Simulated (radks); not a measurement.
Q: These are the eigenvalues of the occupied orbitals of an atom or ion with whole-number occupations (hartree). All-electron calculation, Dirac Kohn-Sham, Slater X-alpha with alpha = 0.667, spin-unpolarised, spherical densities, point nucleus. Program: a radial shooting solver on a logarithmic mesh with Libxc functionals.

orbital  eigenvalue
1s1/2     -1533.941
2s1/2     -246.8176
2p1/2     -233.3692
2p3/2     -215.6699
3s1/2     -53.34180
3p1/2     -47.61163
3p3/2     -44.10734
3d3/2     -34.07364
3d5/2     -33.31758
4s1/2     -10.71030
4p1/2      -8.56716
4p3/2      -7.80809
4d3/2      -4.28473
4d5/2      -4.15174
5s1/2      -1.60255
5p1/2      -1.03144
5p3/2      -0.92779
6s1/2      -0.27466
4f5/2      -0.21949

Which element is it, and in what charge state? The configuration may be excited. Open shells, if any, fill j = l - 1/2 first.

A: Z = 59, praseodymium, charge +1: Pr+ in [Xe] 4f3 6s1. The list shows which subshells hold electrons but not how many an open one holds; the 1s level, -1533.9 hartree, gives Z - s = 55.4 by -(Z - s)^2/2, which with screening and relativity narrows Z to a few neighbours, and the depths of the outer levels then fix element, charge and occupations together.
